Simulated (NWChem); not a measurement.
A series in which one site is exchanged, each optimised at PBE0/def2-SVP with NWChem, gas phase unless a solvent is named. Low-valent species are run as closed-shell singlets; no triplet was tried in these runs. For some, no frequency run checked for a minimum. def2 effective core potentials on Sn; no spin-orbit coupling.

A: [Cl][Sn][F] (SnClF; site = Cl)
B: [F][Sn][Br] (SnBrF; site = Br)
C: [F][SnH] (SnHF; site = H)
D: [F][Sn][F] (SnF2; site = F)

Values for A:

* **dipole (D), PBE0/def2-SVP**: 3.47
* **vertical ionisation energy, ΔSCF, PBE0/def2-SVP (eV)**: 10.47
* **static polarisability, PBE0/def2-SVPD (bohr³)**: 53.5
* **lowest singlet excitation, PBE0/def2-SVPD, TDA (eV)**: 4.37

### Question
How do these values change for the other members?

### Answer
```
change from A                                             B      C      D
----------------------------------------------------  -----  -----  -----
dipole (D), PBE0/def2-SVP                             -0.07  -0.78  +0.16
vertical ionisation energy, ΔSCF, PBE0/def2-SVP (eV)  -0.31  -1.11  +0.59
static polarisability, PBE0/def2-SVPD (bohr³)          +9.5  -10.8  -16.5
lowest singlet excitation, PBE0/def2-SVPD, TDA (eV)   -0.45  -1.42  +0.80
```
